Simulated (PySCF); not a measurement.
## Distorted geometries of LaH3(H2O)

LaH3(H2O) (singlet). PySCF 2.14.0, RKS BP86, La lcecp-1-SVP with ECP46, H def2-SVP, O def2-SVP; non-relativistic Hamiltonian with scalar-relativistic core potentials where named; density fitting; no spin-orbit coupling. Relaxed geometry:

```xyz
7

La    0.2319   -0.2207    0.2207
H     1.3785    1.1685    1.3947
H    -1.1573   -1.3787    1.3787
H     1.3785   -1.3947   -1.1685
O    -1.2743    1.2611   -1.2611
H    -1.6041    2.1587   -1.0566
H    -1.6041    1.0566   -2.1587
```

Q: Order these distorted geometries by energy above the relaxed one, lowest first.
A.
```xyz
7

La    0.3088   -0.4188    0.1379
H     1.3750    1.1423    1.4622
H    -1.3427   -1.4703    1.1780
H     1.3930   -1.2857   -1.2427
O    -1.2708    1.2395   -1.1121
H    -1.5262    2.2749   -0.8725
H    -1.5881    1.1689   -2.2016
```
B.
```xyz
7

La    0.2301   -0.2701    0.2117
H     1.3641    1.1716    1.4199
H    -1.1558   -1.3585    1.3390
H     1.3856   -1.4232   -1.1689
O    -1.2900    1.2507   -1.2287
H    -1.5917    2.1732   -1.0782
H    -1.5933    1.1071   -2.1457
```
C.
```xyz
7

La    0.2661   -0.2852    0.2364
H     1.4220    1.1592    1.3640
H    -1.0947   -1.2994    1.2989
H     1.3271   -1.4058   -1.1332
O    -1.2796    1.2842   -1.1948
H    -1.6457    2.1515   -1.0517
H    -1.6462    1.0464   -2.1704
```

A: B (0.04 eV), C (0.31 eV), A (0.94 eV).

Q: Which forces (eV/Å) act in the one that lies 0.04 eV up?

A: 
```
La   0.28  0.51  0.01
H   -0.12 -0.17 -0.15
H   -0.23 -0.23  0.19
H    0.03 -0.07 -0.05
O   -0.22  0.44 -0.19
H    0.18 -0.12  0.35
H    0.07 -0.36 -0.16
```
Forces carry noise of the integration grid, about 0.01 to 0.03 eV/Å.

A frequency check found unstable modes (1, the lowest at -35 cm⁻¹), so the relaxed geometry is a saddle point, or these are noise.
